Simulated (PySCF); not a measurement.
PySCF input:

```python
from pyscf import gto, scf, dft

mol = gto.M(
    atom='''
    Mg   -0.68723302   -0.39657879   -0.55185533
    C     0.82702117    0.47724577    0.66410668
    H     1.35091169   -0.29807269    1.22862997
    H     0.38288599    1.18534381    1.36810077
    H     1.55087151    1.00819971    0.04089311
    ''',
    basis='def2-tzvpd',
    charge=0,
    spin=1,
    verbose=4,
)

mf = dft.UKS(mol, xc='pw6b95').density_fit(auxbasis='def2-universal-jkfit')
mf.grids.level = 3
mf.conv_tol = 1e-9
mf.max_cycle = 100
mf.max_memory = 1500
mf.kernel()
if not mf.converged:
    mf = mf.newton()
    mf.kernel(mf.make_rdm1())
for _ in range(2):
    mo, _, stable, _ = mf.stability(return_status=True)
    if stable:
        break
    mf.kernel(mf.make_rdm1(mo, mf.mo_occ))
mf.analyze()
```

Q: Predict the final energy.

A: -240.21385 Eh (PW6B95/def2-TZVPD).

It need not be the lowest isomer of its formula.
